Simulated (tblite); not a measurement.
Calcium 3,4,5-trifluorophenoxide, C6H2CaF3O (doublet state).
SMILES with atom numbers: `[F:1][c:2]1[cH:3][c:4]([O:5][Ca:6])[cH:7][c:8]([F:9])[c:10]1[F:11]` (hydrogens: H12 on C3; H13 on C7)
Bond orders are those of one Lewis drawing.

Computed with GFN2-xTB (tblite), gas phase: L-BFGS steps from a force-field or distance-geometry start until the largest atomic force falls under 0.01 eV/Å.

Geometry at step 13:
```
atom  x, y, z in Å
F1     -2.1949   -1.7755   -0.6989
C2     -1.2584   -0.8950   -0.3025
C3      0.0074   -1.3604   -0.0281
C4      1.0356   -0.4671    0.3302
O5      2.2588   -0.8640    0.4855
Ca6     3.5902   -0.0802   -0.7053
C7      0.6988    0.8982    0.4633
C8     -0.5769    1.3393    0.1882
F9     -0.8451    2.6570    0.2783
C10    -1.5736    0.4583   -0.2193
F11    -2.8021    0.9000   -0.5511
H12     0.2136   -2.4207   -0.0816
H13     1.4423    1.6105    0.8235
```

Q: What forces act on the atoms?

A: 
| atom | Fx (eV/Å) | Fy (eV/Å) | Fz (eV/Å) |
| --- | --- | --- | --- |
| F1 | -0.055 | 0.066 | 0.045 |
| C2 | 0.030 | -0.001 | -0.007 |
| C3 | 0.081 | 0.059 | -0.010 |
| C4 | 0.074 | 0.036 | 0.018 |
| O5 | 0.017 | -0.105 | 0.114 |
| Ca6 | -0.055 | 0.026 | 0.028 |
| C7 | -0.013 | 0.009 | -0.030 |
| C8 | -0.065 | -0.049 | -0.086 |
| F9 | -0.012 | -0.055 | 0.028 |
| C10 | -0.046 | -0.025 | -0.036 |
| F11 | -0.036 | 0.036 | 0.041 |
| H12 | 0.034 | 0.039 | -0.054 |
| H13 | 0.047 | -0.037 | -0.052 |

The largest, 0.16 eV/Å, acts on O5; the rms over all components is 0.050 eV/Å. The forces sum to zero within rounding, as they must for an isolated molecule in no field.

Q: Give the force on O5 in Eh/bohr and in nN.

A: 0.156 eV/Å ÷ 51.422 = 0.00303 Eh/bohr, and 0.156 eV/Å × 1.602 = 0.25 nN.

Q: How far is this geometry from the end of the optimisation?

A: 0.022 eV above it, and 0.064 Å rms away after alignment. The bonds farthest from their final lengths, with half the difference of the two atoms' forces along the bond (positive lengthens):

```
  bond  now (Å)  final (Å)  force along bond (eV/Å)
O5–Ca6    1.951      1.962                    +0.03
 C4–O5    1.295      1.293                     0.00
C8–C10    1.391      1.389                    -0.02
 C7–C8    1.378      1.379                    +0.02
C7–H13    1.091      1.092                     0.00
```

The angle farthest from its final value is C4–O5–Ca6, 116.6° against 108.3°.

What follows is the cost of the whole relaxation. Time: 0.37 s wall. Hardware: an Arm Neoverse V1 with one thread, shared host.
